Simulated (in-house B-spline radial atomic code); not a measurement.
# RPA and G0W0 on LC-wPBE: Cu⁻

Configuration [Ar] 3d10 4s2, mean-field start LC-wPBE. Computed with an all-electron radial atomic-structure program (B-spline basis): all electrons, scalar-relativistic (spin-free one-electron X2C), finite nucleus, each spin shell either full or empty, empty states to l = 9 with an (l + 1/2)⁻⁴ tail; G0W0 by contour deformation at full frequency.

The anion's configuration is assumed.

Command:
```bash
python run_gw.py task.json out
```
Settings (radii: box in bohr, nucleus in fm):
```
Z                        29
electrons                30
configuration            [Ar] 3d10 4s2
hamiltonian              x2c
method                   lc_wpbe
lmax                     9
rms_radius               3.8823
spin_polarised           False
box_radius               60
intervals                75
ion_configuration        [Ar] 3d10 4s1
```

Cost of the run: 14 s on 1 thread of Arm Neoverse N1, with other jobs on the host.

Energies (hartree):

```
                                     term        value
                         mean-field total  -1654.66096
Hartree-Fock functional on these orbitals  -1653.14579
                      direct second order      -2.8015
                    second-order exchange      0.77898
                         SOSEX correction      0.68062
```

What is the RPA correlation energy, and what remains with SOSEX?

RPA gives -2.2057 hartree (-2 eV per electron); RPA + SOSEX gives -1.5251, and the second-order doubles -2.0225 hartree (no singles). RPA lacks exchange-type terms and so overcorrelates at short range.

Quasi-particle levels (eV):

```
level  occupied  mean field  Σx - vxc  Σc  QP weight  G0W0
   4s       yes      -1.264      0.85   ?          ?     ?
```

G0W0 = mean field + (Σx - vxc) + Σc, with Σc (partial-wave tail included) taken at the quasi-particle energy. Only the outer levels were computed. Levels of low weight are left out.

Where does G0W0 put 4s?

At -1.310 eV, with Σc = -0.90 eV and a quasi-particle weight of 0.898. The tabulated removal energy is 1.235 eV (electron affinity of the neutral atom); the calculation leaves out spin-orbit coupling, Breit and QED terms, and what these don't explain is the method's own error.

What does it cost to remove one electron (to [Ar] 3d10 4s1) by differences of total energies, each species on its own start (correlation terms add to the Hartree-Fock functional)?

LC-wPBE 0.842 eV, Hartree-Fock functional -0.258 eV, + RPA 0.995 eV, + RPA + SOSEX 0.735 eV, + second order 1.699 eV. Tabulated: 1.235 eV (electron affinity of the neutral atom); the calculation leaves out spin-orbit coupling, Breit and QED terms, and what these don't explain is the method's own error.
